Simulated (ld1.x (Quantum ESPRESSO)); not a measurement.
## PBEsol PAW dataset for Ti (Z = 22), scalar-relativistic all-electron reference.

Ti (Z = 22), PAW, made with ld1.x (Quantum ESPRESSO) 7.5 (PBEsol, scalar-relativistic). Core [Ne], reference 3s2 3p6 3d2 4s2 4p0. Waves: 3s (bound): rcut 1.35, rcutus 1.75 bohr; 4s (bound): rcut 1.35, rcutus 1.75 bohr; 3p (bound): rcut 1.55, rcutus 1.85 bohr; 4p (bound, empty): rcut 1.55, rcutus 1.85 bohr; 3d (bound): rcut 1.25, rcutus 1.75 bohr; 3d channel at 2.25 Ry: rcut 1.25, rcutus 1.75 bohr. Local part: all-electron potential smoothed inside 1.70 bohr (lloc = -2). Core correction: a·sin(br)/r model core, default radius (core density twice the valence density). Augmentation charge: GAUSS, radius 0.95 bohr.

All-electron outer shells of the reference configuration (PBEsol, scalar-relativistic, ld1.x):

```
shell  level (eV)  outermost node (bohr)  outermost maximum (bohr)
   2s     -536.23                   0.09                      0.27
   2p     -443.92                      –                      0.22
   3s      -62.45                   0.40                      0.87
   3p      -38.77                   0.37                      0.90
   4s       -4.48                   1.24                      2.92
   3d       -4.27                      –                      0.98
   4p       -1.45                   1.39                      3.80
```

Problem. Estimate the cutoffs (Ry, on a coarse ladder) from which the occupation-weighted sum of valence levels, in a spherical-Bessel basis at the reference potential, stays within 10 and 1 mRy of its value at 400 Ry.

Solution. 35 Ry and 50 Ry.

Problem. Does the potential have ghost states?

Solution. No extra level below or beside the all-electron valence levels (s, p, d, f tested).

Problem. Is the overlap operator S = 1 + Σ q|β⟩⟨β| positive definite (Bessel basis up to 400 Ry)?

Solution. Yes: its lowest eigenvalue is 0.10 (s channel).

Problem. Tests: 3s2 3p6 3d2 4s1 4p0; 3s2 3p6 3d2 4s0 4p0; 3s2 3p6 3d1 4s0 4p0; 3s2 3p6 3d3 4s1 4p0; 3s2 3p5 3d2 4s2 4p0; 3s2 3p6 3d3 4s0 4p0; 3s2 3p6 3d1 4s2 4p1. Which has the largest error in its energy relative to the reference configuration, and how large is it?

Solution. 3s2 3p5 3d2 4s2 4p0, with +86 meV (all-electron minus pseudo) on +45.47 eV.
